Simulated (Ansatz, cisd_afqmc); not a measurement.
Species: Cl, charge 0, doublet.

Total energies in aug-cc-pVTZ-DK, 7 correlated electrons, 5 frozen orbitals. UHF or UKS for unpaired electrons; spin-orbit terms are left out. The -DK rows use spin-free X2C. AFQMC/CISD: phaseless, guided by CISD from CCSD amplitudes; bars are statistical, one sigma. Outlying blocks are dropped, and bars are widened where a walk drifts. Over all cases where full CI ran beside it in this data, AFQMC minus full CI had a median of +0.1 mEh and passed +0.4 mEh in a tenth of the cases.

| method | program | energy (Eh) | minus CCSDTQ (mEh) |
|---|---|---|---|
| HF | Ansatz | -460.89526 | 191.15 |
| MP2 | Ansatz | -461.05674 | 29.67 |
| CCSD | Ansatz | -461.07937 | 7.05 |
| CCSD(T) | Ansatz | -461.08552 | 0.89 |
| CCSDT(Q) | Ansatz | -461.08640 | 0.01 |
| CCSDTQ | Ansatz | -461.08642 | 0.00 |
| AFQMC/CISD | cisd_afqmc | -461.0860 ± 0.0002 | 0.4 ± 0.2 |

Ansatz is an electronic-structure program.
